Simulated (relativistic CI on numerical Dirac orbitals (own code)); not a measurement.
**Radial parameters of P12+**

Computed by Dirac-Coulomb-Breit CI, KLI orbitals optimised for each configuration, model QED, unscaled Slater integrals (own radial code, finite nucleus).

Slater integrals F^k, G^k are unscaled and averaged over j, outside the closed core 1s2; ζ comes from projecting the Hamiltonian with its Breit term on Σ l·s of the shell.

- 2p: ζ(2p) = 7419.4 cm⁻¹; <r>(2p) = 0.3756, <r^2>(2p) = 0.17 (bohr units).
- 3p: ζ(3p) = 2178.2 cm⁻¹; <r>(3p) = 0.9471, <r^2>(3p) = 1.036 (bohr units).
- 3d: ζ(3d) = 411.06 cm⁻¹; <r>(3d) = 0.8064, <r^2>(3d) = 0.7435 (bohr units).

Averages of the first 10 configurations, taken without configuration mixing, which lowers the lowest level and can move excited configurations by several eV; other configurations of the list can lie among them:

| Configuration | Parity | States | Average energy above the lowest level (eV) |
| --- | --- | --- | --- |
| 2s | even | 2 | 0.0 |
| 2p | odd | 6 | 26.9 |
| 3s | even | 2 | 345.7 |
| 3p | odd | 6 | 353.1 |
| 3d | even | 10 | 355.9 |
| 4s | even | 2 | 463.5 |
| 4p | odd | 6 | 466.6 |
| 4d | even | 10 | 467.7 |
| 4f | odd | 14 | 467.8 |
| 5s | even | 2 | 517.4 |
